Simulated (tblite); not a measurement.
Question: What does the GFN2-xTB structure of InChI=1S/C2H8PSi2/c1-2-4-5-3/h1,3-5H2 look like in three dimensions? (Doublet state.)

Answer: 
Z-matrix in Å and degrees, rows numbered from 1:
```
C 
C   1  1.2955
Si  2  1.8220  1  151.87
Si  3  2.3588  2  115.35  1     2.27
P   4  2.2395  3  115.74  2   -18.33
H   1  1.0843  2  122.35  3   179.05
H   1  1.0911  2  124.20  3    -0.88
H   3  1.4697  2  106.57  1  -119.46
H   3  1.4682  2  107.26  1   123.90
H   4  1.4701  3  112.69  2   101.18
H   4  1.4708  3  112.95  2  -138.14
H   5  1.3824  4   95.93  3   -40.80
H   5  1.3817  4   95.43  3    52.24
```

Si4 (silicon bonded to P, Si and 2 H) is distorted tetrahedral (angles from 104.0° to 115.7°). Si3 (silicon bonded to C, Si and 2 H) is distorted tetrahedral (angles from 106.6° to 115.4°). P5 (phosphorus bonded to Si and 2 H) is pyramidal (angles 95.9°, 95.4° and 92.5°, sum 283.8°, 0.83 Å off the plane of its three neighbours). C1 (carbon bonded to C and 2 H) is planar (angles 124.2°, 122.4° and 113.5°, sum 360.0°, 0.00 Å off the plane of its three neighbours).

Computed geometry: GFN2-xTB, gas phase. This method treats the open shell by occupation alone, without spin polarisation.

Point group: C1 (no symmetry element, even within 0.4 Å). Its lowest GFN2-xTB frequency is 11 cm⁻¹, too small to tell a flat minimum from a shallow saddle. Torsions: C1–C2–Si3–Si4 2°, C2–Si3–Si4–P5 -18°, Si3–Si4–P5–H -41° and 52°. 3 starts were optimised and ended at 0.00, 0.17 and 0.85 kcal/mol (GFN2-xTB); the lowest of these is shown.

One conformer stands for the species.
